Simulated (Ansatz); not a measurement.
Steps of a relaxation of `[SiH3]CCBr` with RKS PBE-D4/def2-SVP.

```sh
$ ansatz run in.yaml --threads 4 --pin off --events-out ev --progress --plain --max-ram 10444MiB
```

```yaml
crystal:
  periodic: [false, false, false]
  atoms:
    - {symbol: Si, position_ang: [0.076400, 1.492300, 0.125100]}
    - {symbol: C, position_ang: [-0.576200, -0.229800, 0.183900]}
    - {symbol: C, position_ang: [0.417600, -1.250800, -0.289700]}
    - {symbol: Br, position_ang: [-0.237800, -3.030900, -0.150800]}
    - {symbol: H, position_ang: [0.401500, 1.877700, -1.298800]}
    - {symbol: H, position_ang: [-1.034400, 2.478700, 0.578600]}
    - {symbol: H, position_ang: [1.252400, 1.697400, 0.979700]}
    - {symbol: H, position_ang: [-0.839400, -0.429600, 1.208400]}
    - {symbol: H, position_ang: [-1.475100, -0.291600, -0.385100]}
    - {symbol: H, position_ang: [0.740700, -1.114500, -1.299300]}
    - {symbol: H, position_ang: [1.339800, -1.255900, 0.368600]}
basis:
  gaussian: {orbitals: def2-SVP}
hamiltonian: {xc: pbe, dispersion: d4}
relax: {f_tol: 0.03, max_steps: 200}
```

Positions (Å) and forces (eV/Å) along the path, 6 of 6 steps:

```xyz
11
step=1 energy=-80081.6902 eV
Si    0.076    1.492    0.125   -0.897    1.677   -0.490
C    -0.576   -0.230    0.184    1.025   -0.282    0.011
C     0.418   -1.251   -0.290    1.110    0.297    1.765
Br   -0.238   -3.031   -0.151   -0.512   -1.288   -0.029
H     0.402    1.878   -1.299    0.119   -0.041    0.067
H    -1.034    2.479    0.579    0.508   -0.468   -0.123
H     1.252    1.697    0.980    0.556    0.002    0.368
H    -0.839   -0.430    1.208   -0.362   -0.284    1.122
H    -1.475   -0.292   -0.385   -1.359   -0.017   -0.866
H     0.741   -1.115   -1.299    0.323    0.236   -1.316
H     1.340   -1.256    0.369   -0.512    0.167   -0.509
11
step=2 energy=-80081.8922 eV
Si    0.053    1.532    0.108   -0.047    0.628   -0.115
C    -0.577   -0.232    0.196    0.144   -0.398    0.007
C     0.430   -1.267   -0.265    0.488    0.410    0.369
Br   -0.244   -3.091   -0.161   -0.108   -0.345    0.046
H     0.441    1.897   -1.304   -0.043   -0.015    0.047
H    -1.025    2.480    0.592    0.119   -0.120   -0.086
H     1.256    1.705    0.975    0.176    0.010    0.125
H    -0.864   -0.434    1.239   -0.132   -0.037    0.310
H    -1.495   -0.300   -0.401   -0.384   -0.026   -0.230
H     0.731   -1.119   -1.310    0.037    0.025   -0.358
H     1.360   -1.229    0.352   -0.249   -0.132   -0.114
11
step=3 energy=-80081.7598 eV rejected
Si    0.096    1.547    0.105   -0.767   -0.281    0.129
C    -0.644   -0.271    0.217    1.101    0.923   -0.255
C     0.480   -1.186   -0.261   -1.104   -1.219    0.231
Br   -0.236   -3.082   -0.168    0.210   -0.030   -0.090
H     0.419    1.925   -1.314    0.071   -0.111   -0.020
H    -0.981    2.479    0.582    0.032    0.144    0.061
H     1.326    1.734    0.961   -0.082   -0.153   -0.058
H    -0.960   -0.459    1.270    0.258   -0.083   -0.176
H    -1.560   -0.374   -0.413    0.318    0.123    0.015
H     0.749   -1.101   -1.334    0.011    0.289    0.181
H     1.379   -1.269    0.377   -0.048    0.398   -0.018
11
step=4 energy=-80081.9202 eV
Si    0.055    1.549    0.111    0.018   -0.001   -0.006
C    -0.590   -0.244    0.204   -0.069    0.030    0.023
C     0.441   -1.251   -0.263    0.017    0.058   -0.003
Br   -0.222   -3.109   -0.163    0.003   -0.050   -0.004
H     0.424    1.887   -1.309    0.027    0.005    0.011
H    -0.995    2.517    0.578   -0.037   -0.022    0.014
H     1.272    1.695    0.985    0.015    0.015   -0.025
H    -0.892   -0.451    1.252    0.013    0.007    0.000
H    -1.514   -0.317   -0.409    0.013    0.010   -0.008
H     0.729   -1.100   -1.321   -0.006   -0.022   -0.012
H     1.358   -1.233    0.356    0.006   -0.029    0.010
11
step=5 energy=-80081.9214 eV
Si    0.060    1.551    0.110   -0.034    0.024    0.010
C    -0.590   -0.239    0.204    0.033   -0.064   -0.011
C     0.438   -1.251   -0.262    0.022   -0.021   -0.011
Br   -0.224   -3.115   -0.164   -0.007    0.012    0.003
H     0.432    1.899   -1.307    0.001   -0.002    0.003
H    -1.010    2.496    0.584    0.010    0.003   -0.003
H     1.280    1.711    0.978   -0.003   -0.003   -0.004
H    -0.891   -0.446    1.253   -0.004    0.019    0.001
H    -1.512   -0.311   -0.412    0.001    0.021    0.003
H     0.728   -1.109   -1.321   -0.008    0.005    0.008
H     1.355   -1.244    0.358   -0.013    0.006   -0.001
11
step=6 energy=-80081.9217 eV
Si    0.058    1.553    0.110   -0.003   -0.001    0.001
C    -0.586   -0.241    0.203    0.011   -0.002   -0.003
C     0.440   -1.255   -0.263    0.001   -0.001    0.000
Br   -0.229   -3.115   -0.163   -0.002    0.003    0.001
H     0.430    1.902   -1.306    0.000    0.002    0.001
H    -1.013    2.496    0.585    0.001    0.000    0.000
H     1.278    1.714    0.978   -0.001    0.002    0.000
H    -0.888   -0.444    1.252   -0.003    0.000    0.000
H    -1.509   -0.307   -0.412   -0.003    0.000    0.002
H     0.729   -1.112   -1.321    0.000   -0.001   -0.001
H     1.356   -1.248    0.358    0.000   -0.001    0.001
```

It took 8 s on 4 threads of an Arm Neoverse V2 on a shared host, with 0.16 GiB of host memory at the peak.
